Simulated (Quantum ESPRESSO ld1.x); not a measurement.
The numbers below are computed, except where a source is named.
Q: Coherent X-ray form factor from a spherical all-electron density. Code: ld1.x of Quantum ESPRESSO 7.5. Model: scalar-relativistic Kohn-Sham, LDA (Slater exchange, Perdew-Zunger correlation), spin-polarised, spherical densities, point nucleus.

sin(theta)/lambda (1/angstrom),f0 (electrons)
0.05,23.904
0.1,23.621
0.15,23.161
0.2,22.541
0.25,21.781
0.3,20.907
0.4,18.927
0.5,16.815
0.6,14.756
0.8,11.265
1,8.858
1.25,7.094
1.5,6.102
2,4.803

The species is in the configuration that NIST lists as its ground one. Which atom or ion scatters so?

A: The selenium ion Se10+, [Ar] 3d6. Extrapolating in s^2 from the first two rows gives f0(0) = 24.0, near the electron count 24; among species with that count, the fall with angle is slower the higher Z, and the table is that of Z = 34; from so few rows the species is fixed only to a neighbour or two.
